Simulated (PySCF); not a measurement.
# Vertical excitation energies

GaCl2(tBu), C4H9Cl2Ga.
SMILES: `C[C](C)(C)[Ga]([Cl])[Cl]`

The calculation used TDDFT wB97X-D/def2-SVPD, vertical, gas phase, core orbitals frozen in the response in PySCF 2.14.0, density-fitted response routines. Isolated species at its PBE0-D3(BJ)/def2-SVP geometry, gas phase. Relativistic effects, spin–orbit coupling among them, are left out although an element past zinc is present.

```tsv
state	E (eV)	λ (nm)	f	|μ| (D)	main configurations (H = HOMO, L = LUMO)
S1	5.59	221.9	0.0084	0.63	H→L (90%)
S2	6.30	196.9	0.275	3.39	H→L+1 (85%)
S3	6.53	189.9	0.0001	0.08	H-1→L (93%)
S4	6.80	182.4	0.0086	0.58	H-1→L+1 (71%), H-2→L (17%)
S5	6.97	177.8	0.0032	0.35	H-2→L+1 (71%), H-2→L (18%)
S6	7.10	174.7	0.057	1.46	H-2→L (56%), H-2→L+1 (20%), H-1→L+1 (12%)
S7	7.20	172.1	0.0008	0.17	H-3→L (88%)
S8	7.43	166.8	0.0088	0.56	H-3→L+1 (75%)
S9	7.48	165.7	0.056	1.41	H-4→L+1 (63%), H-4→L (22%)
S10	7.58	163.7	0.069	1.55	H-4→L (60%), H-4→L+1 (26%)
S11	7.90	157.0	0.0003	0.09	H-5→L (34%), H-7→L (30%), H-6→L (28%)
S12	7.95	156.0	0.187	2.49	H→L+2 (80%)
S13	7.99	155.1	0.0049	0.40	H-5→L (45%), H-6→L (42%)
S14	8.09	153.2	0.0000	0.03	H-7→L (57%), H-6→L (20%), H-5→L (14%)
S15	8.23	150.7	0.017	0.73	H-6→L+1 (43%), H-5→L+1 (39%)
```

Triplets, Tamm–Dancoff:

| state | E (eV) | λ (nm) | main configurations (H = HOMO, L = LUMO) |
| --- | --- | --- | --- |
| T1 | 5.20 | 238.2 | H→L (97%) |
| T2 | 5.32 | 232.9 | H→L+1 (88%) |
| T3 | 6.42 | 193.2 | H-1→L (86%) |
| T4 | 6.47 | 191.7 | H-1→L+1 (74%), H-1→L (9%) |

The lowest singlet lies at 5.59 eV (222 nm, ultraviolet) and is weak; its leading configuration is HOMO→LUMO (90%). The strongest level in the table is S2 at 6.30 eV (197 nm, f = 0.275). Löwdin shares by element: HOMO carbon 29% or more, chlorine 23%, gallium 16% (atoms not listed hold the other 32%); LUMO gallium 47%, chlorine 30%, carbon 8% or more (atoms not listed hold the other 15%). The listed states span 2.64 eV, and the widest gap between neighbours is 0.71 eV (S1 to S2). Orbital energies (eV): HOMO-3 -11.47, HOMO-2 -11.04, HOMO-1 -10.80, HOMO -9.71, LUMO 0.41, LUMO+1 0.53, LUMO+2 1.93. The oscillator strengths of these states sum to 0.697; summed over the whole spectrum of an exact calculation they would give the number of electrons, 98 (Thomas–Reiche–Kuhn). The window holds the lowest 15 singlets.
